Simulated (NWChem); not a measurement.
## Correlation energy of boron monoxide dimer (B$_{2}$O$_{2}$)

```xyz
4

O      0.0000     0.0000    -2.0254
B      0.0000     0.0000    -0.8262
B      0.0000     0.0000     0.8262
O      0.0000     0.0000     2.0254
```
Charge 0, spin multiplicity 1.

Everything below was run with NWChem. The geometry was optimised at PBE0/def2-SVP, a minimum by its harmonic frequencies. It is one conformer; others weren't searched.

Basis set: cc-pVDZ. Each correlation energy counts from its own Hartree-Fock reference.

```tsv
method	correlation energy (mHa)	difference from CCSD(T)
CR-CCSD(T)	-540.0	+4.9
SCS-MP2	-503.5	+41.4
CCSD	-524.8	+20.1
RI-MP2	-522.0	+22.9
MP2	-521.9	+23.0
CR-CCSD[T]	-542.7	+2.1
CCSD(T)	-544.9	0.0
CCSD+T(CCSD)	-548.7	-3.9
```

The values span 45.2 mHa, from CCSD+T(CCSD) (lowest) to SCS-MP2 (highest). 

The correlated methods keep 4 core orbitals frozen. Coupled-cluster values serve here as a point of comparison, not as the truth.
